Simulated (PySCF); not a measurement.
**Ca⁴⁺ (calcium, charge +4) across methods**

[Ne] 3s2 3p4, high-spin 3P determinant. Computed with PySCF 2.14 in an even-tempered Gaussian basis (21 s from 0.054 bohr⁻², ratio 2.5; 14 p from 0.071 bohr⁻², ratio 2.5; 5 d from 1.5 bohr⁻², ratio 2.7; 5 f from 2.3 bohr⁻², ratio 2.7), with scalar relativity by spin-free X2C-1e.

```
method  E (hartree)  mean ε 3s β (eV)  mean ε 3p α (eV)  mean ε 3p β (eV)  Σ⟨r²⟩ (bohr²)   ⟨S²⟩
   PBE     -675.247           -95.291           -78.768           -75.715          10.10  2.002
   LDA     -673.577           -95.452           -78.689           -75.608          10.12  2.001
r2SCAN     -675.423           -95.689           -79.645           -76.266          10.11  2.003
   UHF   -674.78451           -104.28           -87.836           -83.791          10.15  2.006
M06-2X     -675.481           -99.975           -83.443           -80.188          10.11  2.002
  BLYP     -675.493           -95.235           -78.540           -75.601          10.12  2.002
```

Question: Estimate the same row for PBE0.

Answer: E (hartree) = -675.288; mean ε 3s β (eV) = -97.940; mean ε 3p α (eV) = -81.317; mean ε 3p β (eV) = -78.061; Σ⟨r²⟩ (bohr²) = 10.10; ⟨S²⟩ = 2.002.
